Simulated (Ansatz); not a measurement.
The same path of CH₇N₃Si (12 atoms, charge 0, multiplicity 1) was run twice with different band settings. The coordinate that changes most is the dihedral Si5–C2–N3–H8.

Level of theory: Ansatz, RKS B3LYP-D4/def2-SVP.

Relaxed end points:

```xyz
12
Properties=species:S:1:pos:R:3
N -0.711 1.346 -0.222
C 0.091 0.199 0.124
N 1.193 0.491 1.005
N 0.368 -0.683 -1.043
Si -0.802 -1.440 0.023
H -0.140 2.014 -0.752
H -0.985 1.832 0.633
H 1.621 -0.367 1.350
H 1.928 0.974 0.475
H 0.125 -0.298 -1.956
H -2.254 -1.430 -0.284
H -0.356 -2.695 0.681
```

```xyz
12
Properties=species:S:1:pos:R:3
N -0.768 1.346 -0.022
C 0.140 0.229 0.042
N 1.420 0.550 0.624
N 0.288 -0.535 -1.203
Si -0.709 -1.458 -0.091
H -0.229 2.183 -0.263
H -1.193 1.527 0.886
H 1.369 0.619 1.640
H 2.109 -0.159 0.382
H -0.060 -0.068 -2.039
H -2.179 -1.552 -0.293
H -0.112 -2.737 0.371
```

Common settings: spring 5.0 eV/Å²; optimiser quadratic models (default); start path IDPP; force threshold 0.05 eV/Å; iteration limit 60; end points relaxed.

| run | movable images | climbing image |
| --- | --- | --- |
| 1 | 5 | yes |
| 2 | 8 | no |

Q: What does each run give, and how far can it be trusted?

A: Run 1: converged after 6 iterations, highest image 0.023 eV above the first end. A vibrational analysis at the climbing image gives one clearly imaginary mode, 196i cm⁻¹: a first-order saddle point.
Run 2: converged after 6 iterations, highest image 0.023 eV above the first end. No image climbed, so the highest image needn't sit at the top of the path.
